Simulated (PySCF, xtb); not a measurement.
C₂H₄ClNOSi, SMILES O[Si@@]1(Cl)C=NC1.

GFN2-xTB in xtb at its own geometry gives an orbital gap of 3.02 eV and a dipole moment of 2.85 D.

Geometry: B3LYP-D3(BJ)/def2-SVP. The structure was generated by enumeration; whether it is a known compound was not checked. One conformer was computed; it need not be the lowest.

Problem. What does PBE/def2-TZVP run with PySCF give? (An estimate is asked for; the answer gives what the named calculation found.)

Solution. gap 3.69 eV (levels -6.00 and -2.31 eV), dipole 1.59 D.
